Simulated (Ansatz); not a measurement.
Consider the redistribution: `C[Se][SiH2]F` + `C[Se][Ti]([Cl])([Cl])[Cl]` → `C[Se][Ti]([Cl])([Cl])[Se]C` + `F[SiH2]Cl`.

Calculated with Ansatz (gas phase, PBE0-D4/def2-TZVP geometries, no zero-point term in ΔE). CCSD(T)/CBS adds triple-zeta CCSD(T) − MP2 to the extrapolated MP2 energy (def2 sets, frozen cores). This one scheme is used for every species. DFT in def2-TZVPP. HSE06 is defined as in plane-wave codes. For Se, Ti outer-core shells are correlated without core-valence functions, which leaves a few kJ/mol of doubt a bond. Scalar relativity is left out up to krypton. Each species was taken in one conformer, which may not be the lowest.

(1) Is it downhill or uphill in electronic energy at CCSD(T)/CBS, and by how much? (Best estimate.)

(2) What do these levels give: revPBE-D4, BLYP-D4, r2SCAN-D4, CAM-B3LYP-D4, B2PLYP, BLYP, HSE06, BHLYP, HF/def2-SVP, CCSD(T)/def2-TZVPP, SCS-MP2/def2-QZVPP, CCSD/CBS(def2)? (Estimate.)

Largest T1 diagnostic among the species: 0.025, so the coupled-cluster value is less sure than usual.

Results:

(1) Computed: Downhill: ΔE = -9.4 kJ/mol.

(2) The calculation gave: revPBE-D4 -1.4, BLYP-D4 -3.9, r2SCAN-D4 -1.2, CAM-B3LYP-D4 -0.9, B2PLYP -9.6, BLYP 3.5, HSE06 2.1, BHLYP 3.1, HF/def2-SVP 4.8, CCSD(T)/def2-TZVPP -11.0, SCS-MP2/def2-QZVPP -15.9, CCSD/CBS(def2) -4.2 kJ/mol.

In def2-TZVPP, CCSD(T) changes the Hartree–Fock value by −19.1 kJ/mol (the triples alone add −5.2 kJ/mol) and MP2 by −30.9 kJ/mol. At CCSD(T), def2-SVP lies −4.3 kJ/mol from the extrapolated value and def2-TZVPP −1.6 kJ/mol.
